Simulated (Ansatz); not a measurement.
Isolated molecules relaxed with PBE0-D4/def2-TZVP in Ansatz; ΔE leaves out vibrations. CCSD(T)/CBS is the MP2 limit (def2-TZVPP, def2-QZVPP) plus CCSD(T) − MP2 in def2-TZVPP, frozen cores. This one scheme is used for every species. DFT in def2-TZVPP. Elements past krypton have def2 core potentials. For Sn outer-core shells are correlated without core-valence functions, which leaves a few kJ/mol of doubt a bond. One conformer a species, not always the lowest.

`CN(C)N[SiH3]` + `N=[CH][SnH3]` → `[SiH3]/N=[CH]\[SnH3]` + `CN(C)N`  (ligand exchange at the Si–N bond)

```json
{"species": "`CN(C)N[SiH3]`", "B2PLYP energy (Eh)": "-480.98432"}
{"species": "`N=[CH][SnH3]`", "B2PLYP energy (Eh)": "-309.84681"}
{"species": "`[SiH3]/N=[CH]\\[SnH3]`", "B2PLYP energy (Eh)": "-600.44014"}
{"species": "`CN(C)N`", "B2PLYP energy (Eh)": "-190.39317"}
```

(1) Work out ΔE.

Largest T1 diagnostic among the species: 0.015.

Results:

(1) ΔE = (-600.44014) + (-190.39317) − (-480.98432) − (-309.84681) = -0.00218 Eh = -1.4 kcal/mol. CCSD(T)/CBS gives -0.8 kcal/mol.

From PBE to PBE0 (25 % exact exchange), in def2-TZVPP and without D4, ΔE moves by +1.0 kcal/mol.
